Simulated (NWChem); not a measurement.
## Atomisation of H2

```
H
H 1 0.7683
```
Charge 0, spin multiplicity 1.

All runs are NWChem calculations. Structure: optimised with PBE/def2-SVP, a minimum by its harmonic frequencies.

Basis set: def2-QZVP. The atomisation energy is electronic alone: no zero-point, thermal, spin-orbit or counterpoise terms. No value is extrapolated to the basis-set limit. Free atoms are single determinants with multiplicities H 2.

The correlated methods freeze no orbitals. B3LYP has NWChem's definition, with VWN1-RPA local correlation. The structure started from a generated list of species. No SCF solution was tested for a lower state.

Task: One of these methods gave an atomisation energy of 104.2 kcal/mol. Which?
(A) MP2
(B) LDA (SVWN5)
(C) B3LYP
(D) r2SCAN

Result: A, MP2. The others give 110.1 (B3LYP), 113.3 (LDA (SVWN5)), 107.4 (r2SCAN).
